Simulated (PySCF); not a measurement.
Input for PySCF:
```python
from pyscf import gto, scf, dft

mol = gto.M(
    atom='''
C     1.54512542   -0.15900853   -0.01329604
Ge   -0.33943263    0.03652490    0.00223250
H     2.21744828    0.67692171   -0.08966517
H     2.01989513   -1.12199650    0.06378165
H    -0.93113477   -0.41924695    1.30185281
H    -0.73008413    1.45730988   -0.21528966
H    -0.98503269   -0.80773389   -1.05234335
''',
    basis='6-31g**',
    spin=1,
    verbose=4,
)

mf = dft.UKS(mol)
mf.xc = 'pbe0'
mf.kernel()
```

### Question
What does this run give for the number of basis functions, dipole moment, <S^2>?

### Answer

```
Item                        Value
-------------------------  ------
number of basis functions      71
dipole moment              0.61 D
<S^2>                       0.755
```

These values belong to the state on which the SCF converged, which isn't shown to be the lowest.

### Question
Roughly what does it cost on one core?

### Answer
around 10 core-seconds (rough).
